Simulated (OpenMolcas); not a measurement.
An atom or ion with 25 electrons was computed by SS-CASPT2, IPEA 0.25 Eh, imaginary shift 0.1 Eh with spin-orbit coupling (OpenMolcas, ANO-RCC-VTZP, DKH2). The lowest levels that the run gave, each within 12 % of the measured value where one is at hand:

```
   J  Parity  E (cm⁻¹)      g
 9/2    even       0.0  1.333
 7/2    even      1150  1.238
 5/2    even      1985  1.029
 3/2    even      2550  0.400
 5/2    even     18460  1.600
 3/2    even     18840  1.721
 1/2    even     19380  2.644
 9/2    even     20010  1.107
 7/2    even     21120  0.889
 3/2    even     25950  1.219
11/2    even     26700  1.091
 1/2    even     27360  0.693
```

Task: Which ion is it, and what are the configurations and terms?

Result: Ni3+ (Z = 28, charge +3; active space 7 electrons in 5 orbitals (3d)). J, parity and g give the terms where levels are pure, and mixed ones are named by the computed weights; the size of the splittings, set against known spectra of the 25-electron sequence, gives the charge. In order, with the measured energies in cm⁻¹ (Corliss and Sugar, J. Phys. Chem. Ref. Data 10, 197 (1981)): 3d⁷ ⁴F_9/2, 3d⁷ ⁴F_7/2 (1190), 3d⁷ ⁴F_5/2 (2042), 3d⁷ ⁴F_3/2 (2621), 3d⁷ ⁴P_5/2 (18119), 3d⁷ ⁴P_3/2 (18367), 3d⁷ ⁴P_1/2 (18958), 3d⁷ ²G_9/2 (19830), 3d⁷ ²G_7/2 (20948), 3d⁷ ²P_3/2 [74 %] (23649), 3d⁷ ²H_11/2 (26649), 3d⁷ ²P_1/2 (24651).

CASPT2 breaks the degeneracy within a term, and the mean is taken; among the terms shown or strongly mixed into the levels shown the widest spread is 1200 cm-1 (3d⁷ ²H). Some levels mix across a computed gap that differs much from the measured one, so their mixing is not that of the real levels. Terms from blocks run as CI alone lack orbitals of their own. The CASPT2 spread within a term exceeds the gap to the next term for 3d⁷ ²P and 3d⁷ ²H, 3d⁷ ²H and 3d⁷ ²D(1), so the order of their levels is uncertain. Computed and measured levels are paired by configuration, term and J; levels that our copy of the source lacks, or whose pairing is in doubt (as where it misses far off the trend of its configuration), stay unpaired and out of the deviations. Levels of configurations outside the active space are missing.

A share in square brackets marks a mixed level and gives the weight of the term that names it. A number in round brackets counts repeated terms of one configuration in the order of the reference energies.
